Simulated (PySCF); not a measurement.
SiHCl, SMILES [SiH]Cl (connectivity only; charge and spin as stated), neutral, multiplicity 1. Geometry optimised at PBE-D3(BJ)/def2-TZVP. The isomer is the one that the SMILES or the coordinates give; other isomers of the formula were not compared.

TDA-PBE0/def2-TZVPD run with PySCF 2.14.0 puts the lowest singlet excitations at 2.78, 5.17, 5.51, 6.04, 6.10, 6.33 eV.

Q: What are the lowest excitation roots from ADC(2)/aug-cc-pVDZ run with PySCF? (The exact figures need the calculation; the answer reports its results.)

A: 2.83, 5.54, 5.70, 6.04, 6.38, 6.61 eV. S1 differs by 0.05 eV (second minus first; roots are paired by order, and the bases may differ).
